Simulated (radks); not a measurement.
Q: Species: Gd4+. Configuration: [Xe] 4f6 (the NIST ground configuration). Method: Dirac Kohn-Sham, HCTH/407, spin-unpolarised, spherical densities, finite nucleus; open shells fill j = l - 1/2 first; Fermi nuclear charge, rms radius 5.1569 fm; computed with a radial shooting solver on a logarithmic mesh with Libxc functionals.

Spin-orbit splittings of the eigenvalues, e(l+1/2) - e(l-1/2), with zeta = 2 splitting/(2l+1) and mean radii in bohr:

shell  occ.  splitting (eV)  zeta (eV)  <r> j=l-1/2  <r> j=l+1/2
2p        6           695.7      463.8      0.07745      0.08429
3p        6           142.9      95.26       0.2335       0.2465
3d       10           31.20      12.48       0.2185       0.2226
4p        6           32.04      21.36       0.5629       0.5920
4d       10           5.843      2.337       0.6253       0.6354
4f        6          0.8369     0.2391       0.7910       0.7991
5p        6           5.037      3.358        1.413        1.488
5d        0          0.5908     0.2363        1.925        1.953
6p        0               ?          ?        3.149        3.262

Estimate the 6p splitting.

A: 1.114 eV (zeta = 0.7427 eV).
